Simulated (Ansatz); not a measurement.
Ansatz results at the PBE0-D4/def2-TZVP geometry: HOMO–LUMO gap (PBE0/def2-TZVPP) 6.50 eV; HOMO–LUMO gap (B3LYP/def2-TZVPP) 5.99 eV; size of the dipole moment (PBE/def2-TZVPP) 1.48 D.

Each molecule was computed in one conformer, which needn't be the lowest.

(1) Which molecule gave them?
A. `[CH3][Zn][SiH2]N`
B. `FC1(S)OCS1`
C. `N[SiH2]B(N)O`
D. `[NH2][Al]([OH])[CH]=O`

## Answers

(1) B. The others give `N[SiH2]B(N)O`: 7.13, 6.70, 1.38; `[NH2][Al]([OH])[CH]=O`: 4.89, 4.43, 2.75; `[CH3][Zn][SiH2]N`: 5.72, 5.29, 1.09.

B3LYP here is the variant with VWN-RPA as its local correlation; programs differ in this.
